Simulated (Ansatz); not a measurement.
`C=C=C[SiH2][SiH3]` + `[OH][AlH][CH2]F` → `F[CH2][AlH][O][SiH3]` + `C=C=C[SiH3]`  (cleavage of the Si–Si bond)

Calculated with Ansatz (gas phase, PBE0-D4/def2-TZVP geometries, no zero-point term in ΔE). CCSD(T)/CBS is the MP2 limit (def2-TZVPP, def2-QZVPP) plus CCSD(T) − MP2 in def2-TZVPP, frozen cores. DFT in def2-TZVPP. Each species was taken in one conformer, which may not be the lowest.

CCSD(T)/CBS gives -105.0 kJ/mol.

Another level gave -110.2 kJ/mol. Which?
A. PBE/def2-TZVPP
B. PBE0-D4/def2-TZVPP
C. CCSD(T)/def2-TZVPP
D. CCSD/def2-TZVPP

D. CCSD/def2-TZVPP -110.2, CCSD(T)/def2-TZVPP -105.8, PBE -78.6, PBE0-D4 -87.5 kJ/mol.

Largest T1 diagnostic among the species: 0.013.

From PBE to PBE0 (25 % exact exchange), in def2-TZVPP and without D4, ΔE moves by −9.6 kJ/mol. In def2-TZVPP, CCSD(T) changes the Hartree–Fock value by +30.4 kJ/mol (the triples alone add +4.3 kJ/mol) and MP2 by +24.6 kJ/mol.
